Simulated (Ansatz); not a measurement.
Consider the formal exchange of groups at a B–Ge bond: `[SiH3][GeH2][B](Cl)Cl` + `C=CNC` → `C=CB(Cl)Cl` + `C[NH][GeH2][SiH3]`.

Gas-phase electronic energies from Ansatz, PBE0-D4/def2-TZVP geometries. CCSD(T)/CBS adds triple-zeta CCSD(T) − MP2 to the extrapolated MP2 energy (def2 sets, frozen cores). DFT in def2-TZVPP. B3LYP here is the variant with VWN-RPA as its local correlation; programs differ in this. For Ge outer-core shells are correlated without core-valence functions, which leaves a few kJ/mol of doubt a bond. Scalar relativity is left out up to krypton. One conformer a species, not always the lowest.

`[SiH3][GeH2][B](Cl)Cl`:

Cartesian coordinates in Å:
```
Si -0.528 1.453 -0.772
Ge -0.404 -0.289 0.853
B 1.043 -1.618 0.235
Cl 0.641 -2.937 -0.832
Cl 2.710 -1.396 0.696
H -1.554 2.456 -0.381
H -0.889 0.876 -2.093
H 0.793 2.125 -0.883
H -1.772 -0.985 0.957
H -0.040 0.316 2.219
```

`C=CNC`:

Cartesian coordinates in Å:
```
C -1.945 0.289 0.336
C -0.737 -0.272 0.270
N 0.276 0.046 -0.605
C 1.645 -0.164 -0.204
H -2.228 1.124 -0.296
H -2.689 -0.100 1.016
H -0.490 -1.103 0.927
H 0.119 0.894 -1.128
H 1.990 0.530 0.576
H 1.758 -1.181 0.177
H 2.301 -0.063 -1.070
```

`C=CB(Cl)Cl`:

```xyz
8

C     1.044    0.470   -0.658
C     0.024   -0.361   -0.435
B    -0.916   -0.238    0.775
Cl   -2.228   -1.378    0.979
Cl   -0.725    1.021    1.978
H     1.696    0.364   -1.519
H     1.260    1.290    0.021
H    -0.155   -1.168   -1.141
```

`C[NH][GeH2][SiH3]`:

```xyz
13

C     0.618   -0.788   -1.695
N    -0.189   -1.346   -0.627
Ge   -1.131   -0.176    0.445
Si    0.251    1.429    1.570
H     1.486   -0.199   -1.362
H     0.987   -1.587   -2.345
H    -0.001   -0.134   -2.316
H     0.327   -2.031   -0.092
H    -1.896   -1.039    1.466
H    -2.125    0.548   -0.485
H     1.075    2.188    0.589
H     1.171    0.736    2.513
H    -0.575    2.400    2.339
```

(1) Is it downhill or uphill in electronic energy at CCSD(T)/CBS, and by how much? (Estimate.)

(2) What do these levels give: ωB97M-V, PBE0, B3LYP, HF/def2-QZVPP, HF/CBS(def2), CCSD/CBS(def2)? (Best estimate.)

Largest T1 diagnostic among the species: 0.013.

Results:

(1) The calculation gave: Downhill: ΔE = -12.5 kcal/mol.

(2) The calculation gave: ωB97M-V -11.8, PBE0 -8.9, B3LYP -10.6, HF/def2-QZVPP -15.6, HF/CBS(def2) -15.6, CCSD/CBS(def2) -12.8 kcal/mol.

From PBE to PBE0 (25 % exact exchange), in def2-TZVPP and without D4, ΔE moves by −1.4 kcal/mol. In def2-TZVPP, CCSD(T) changes the Hartree–Fock value by +2.3 kcal/mol (the triples alone add +0.3 kcal/mol) and MP2 by +1.9 kcal/mol.
